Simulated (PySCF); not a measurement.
CaS: everyday levels beside a composite calculation

PySCF; the state is a singlet (closed shell). The composite is CCSD(T) extrapolated to the basis-set limit from two correlation-consistent sets, with core-valence (CV) and scalar-relativistic (SR) terms as its label shows; it has no spin–orbit coupling and nothing beyond (T). Here it is CCSD(T)/CBS(DT)+CV. It gives Re = 2.328 Å, ωe = 455 cm⁻¹ and De = 3.26 eV to Ca + S.

```csv
level,basis,relativity,Re (Å),ωe (cm⁻¹),De (eV)
RHF,def2-SVPD,no relativity,2.363,480,1.41
RHF-SCS-MP2,x2c-SVPall,spin-free X2C,2.374,428,2.10
PBE,def2-TZVPP,no relativity,2.309,471,3.99
r²SCAN,def2-SVPD,no relativity,2.315,485,4.13
r²SCANh,pcseg-1,no relativity,2.308,485,3.93
r²SCANh,x2c-SVPall,spin-free X2C,2.303,498,3.76
PBE0,x2c-TZVPall,spin-free X2C,2.300,486,3.51
B97-3,pcseg-1,no relativity,2.316,476,3.52
BHandHLYP,def2-TZVPP,no relativity,2.315,487,2.94
LC-ωPBE,def2-SVPD,no relativity,2.292,513,3.54
```

Question: Give the difference of each row from the composite.

Answer: 

```tsv
level	basis	ΔRe (pm)	Δωe (%)	ΔDe (eV)
RHF	def2-SVPD	+3.5	+5.5	-1.85
RHF-SCS-MP2	x2c-SVPall	+4.6	-5.9	-1.16
PBE	def2-TZVPP	-1.9	+3.5	+0.73
r²SCAN	def2-SVPD	-1.3	+6.6	+0.87
r²SCANh	pcseg-1	-2.0	+6.6	+0.67
r²SCANh	x2c-SVPall	-2.5	+9.5	+0.50
PBE0	x2c-TZVPall	-2.8	+6.8	+0.25
B97-3	pcseg-1	-1.2	+4.6	+0.26
BHandHLYP	def2-TZVPP	-1.3	+7.0	-0.32
LC-ωPBE	def2-SVPD	-3.6	+12.7	+0.28
```

Question: Which rows come closest in De?

Answer: PBE0 in x2c-TZVPall (+0.25 eV); B97-3 in pcseg-1 (+0.26 eV), counted from the composite.

Measured (Huber and Herzberg, Constants of Diatomic Molecules (1979)): Re = 2.3178 Å, ωe = 462.23 cm⁻¹; the composite is off by +10.2 mÅ and -7.0 cm⁻¹.

Correlated steps freeze 10 core orbitals. Correlated levels converge slowly with the basis: in double zeta they bind strong bonds too weakly, by up to about 1 eV, and carry superposition errors of some tenths. Where the molecule has an RHF reference, its open-shell atoms are computed with UHF. The CCSD T1 diagnostic is raised in CaS, a sign that a single reference may not be enough there.
